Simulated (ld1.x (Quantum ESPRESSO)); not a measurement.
# Transferability test, ultrasoft potential for gallium

ld1.x (Quantum ESPRESSO) 7.5 input, shortened:

```
&input
   title='Ga', zed=31., rel=1, dft='PZ', iswitch=3,
   config='[Ar] 3d10 4s1.5 4p1.5'
 /
 &inputp
   pseudotype=3, tm=.true., lloc=-2, rcloc=1.05,
   nlcc=.true., new_core_ps=.true.,
   which_augfun='PSQ', rmatch_augfun_nc=.true.
 /
6
4S  1  0   1.50   0.00  1.25  1.75  0.0
4S  1  0   0.00   0.80  1.25  1.75  0.0
4P  2  1   1.50   0.00  1.85  2.20  0.0
4P  2  1   0.00   0.20  1.85  2.20  0.0
3D  3  2  10.00   0.00  1.00  1.40  0.0
3D  3  2   0.00  -0.90  1.00  1.40  0.0
 &test
   configts(1)='3d10 4s1.5 4p1.5'
 /
```

Energies are relative to the spin-unpolarised reference configuration 3d10 4s1.5 4p1.5; without spin polarisation the order of configurations can differ from experiment. Spin-polarised rows fill each open shell by Hund’s rule, majority spin first.

```json
{"valence configuration": "3d10 4s2 4p1", "charge": "0", "ΔE all-electron (eV)": "-3.263", "error AE − PS (meV)": "+0.5"}
{"valence configuration": "3d10 4s2 4p0", "charge": "+1", "ΔE all-electron (eV)": "2.625", "error AE − PS (meV)": "-2.3"}
{"valence configuration": "3d10 4s1 4p0", "charge": "+2", "ΔE all-electron (eV)": "24.128", "error AE − PS (meV)": "-8.0"}
{"valence configuration": "3d9 4s2 4p1", "charge": "+1", "ΔE all-electron (eV)": "24.703", "error AE − PS (meV)": "-174"}
{"valence configuration": "3d9 4s2 4p2", "charge": "0", "ΔE all-electron (eV)": "17.139", "error AE − PS (meV)": "-204"}
{"valence configuration": "3d10 4s2 4p1.3", "charge": "-0.3", "ΔE all-electron (eV)": "-3.841", "error AE − PS (meV)": "+0.6"}
{"valence configuration": "3d10 4s1.5 4p1.5 (spin-polarised)", "charge": "0", "ΔE all-electron (eV)": "-0.575", "error AE − PS (meV)": "-0.5"}
{"valence configuration": "3d10 4s2 4p1 (spin-polarised)", "charge": "0", "ΔE all-electron (eV)": "-3.397", "error AE − PS (meV)": "+0.4"}
```

Q: What are ΔE and the potential's error for 3d10 4s2 4p0.5?

A: ΔE = -1.143 eV all-electron; the error (AE − PS) is -0.3 meV.
